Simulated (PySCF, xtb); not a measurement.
B(F)(Me)(SeH) (CH4BFSe), SMILES FB(C)[SeH].

GFN2-xTB in xtb at its own geometry gives an orbital gap of 4.24 eV and a dipole moment of 2.80 D.

The structure is a stationary point at PBE-D3(BJ)/def2-SVP. The structure was generated by enumeration, and PubChem lists no compound with its InChIKey, so it may never have been made. One conformer was computed; it need not be the lowest.

Task: What does PBE/def2-TZVP (PySCF) give? (The exact figures need the calculation; the answer reports its results.)

Result: gap 5.01 eV (levels -6.38 and -1.37 eV), dipole 1.72 D.
